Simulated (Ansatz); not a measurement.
Consider the substitution at a C–C bond: `CC(C)S(C)(=O)=O` + `OB(O)Br` → `COB(O)Br` + `CCS(C)(=O)=O`.

Gas-phase electronic energies from Ansatz, PBE0-D4/def2-TZVP geometries. CCSD(T)/CBS is the MP2 limit (def2-TZVPP, def2-QZVPP) plus CCSD(T) − MP2 in def2-TZVPP, frozen cores. DFT in def2-TZVPP. B3LYP here is the variant with VWN-RPA as its local correlation; programs differ in this. For Br outer-core shells are correlated without core-valence functions, which leaves a few kJ/mol of doubt a bond. Scalar relativity is left out up to krypton. One conformer a species, not always the lowest.

**Question.** Is it downhill or uphill in electronic energy at CCSD(T)/CBS, and by how much? (An estimate is asked.)

**Answer.** The calculation gave: Uphill: ΔE = +61.0 kJ/mol.

**Question.** What do these levels give: ωB97M-V, PBE0, B3LYP, HF/def2-TZVPP, MP2/def2-TZVPP, SCS-MP2/def2-TZVPP, CCSD(T)/def2-TZVPP, MP2/def2-QZVPP, SCS-MP2/def2-QZVPP, HF/CBS(def2), MP2/CBS(def2), CCSD/CBS(def2)? (Estimate.)

**Answer.** Computed: ωB97M-V 58.7, PBE0 55.3, B3LYP 47.2, HF/def2-TZVPP 44.8, MP2/def2-TZVPP 66.8, SCS-MP2/def2-TZVPP 60.0, CCSD(T)/def2-TZVPP 61.3, MP2/def2-QZVPP 66.3, SCS-MP2/def2-QZVPP 59.7, HF/CBS(def2) 43.9, MP2/CBS(def2) 66.5, CCSD/CBS(def2) 59.3 kJ/mol.

Largest T1 diagnostic among the species: 0.014.

The D4 term adds +5.6 kJ/mol with B3LYP and +3.2 kJ/mol with PBE0; it sums over pairs of atoms, weighted by their polarisabilities, and B3LYP, whose exchange is more repulsive, gets the larger term. In def2-TZVPP, CCSD(T) changes the Hartree–Fock value by +16.5 kJ/mol (the triples alone add +1.7 kJ/mol) and MP2 by +22.0 kJ/mol.
